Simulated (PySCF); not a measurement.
H3FGaNO, singlet, geometry from GFN2-xTB (such geometries of metal compounds can be far from the true shape).

The PySCF input:
```python
from pyscf import gto, scf, dft, tdscf

mol = gto.Mole()
mol.atom = '''
    Ga   -0.017077   -0.001123    0.003191
    F     1.684081   -0.254395   -0.345598
    O    -0.588739   -0.737651    1.465745
    H     0.036667   -1.197628    2.027474
    N    -1.030615    1.068203   -1.089402
    H    -2.021008    0.847948   -1.060520
    H    -0.718792    1.097832   -2.055647
'''
mol.basis = '6-31g'
mol.charge = 0
mol.spin = 0
mol.verbose = 4
mol.build()

mf = dft.RKS(mol)
mf.xc = 'pbe'
mf.kernel()
td = mf.TDDFT()
td.nstates = 5
td.kernel()
td.analyze()
```

### Question
What does this run give for the excitation energies found, dipole moment, HOMO-LUMO gap, lowest excitation energy found, nuclear repulsion energy, number of basis functions?

### Answer

```
Property                                                 Result
------------------------------  -------------------------------
excitation energies found       4.59, 5.63, 5.93, 6.36, 6.66 eV
dipole moment                                            1.68 D
HOMO-LUMO gap                                           4.34 eV
lowest excitation energy found                          4.59 eV
nuclear repulsion energy                            295.6930 Eh
number of basis functions                                    60
```
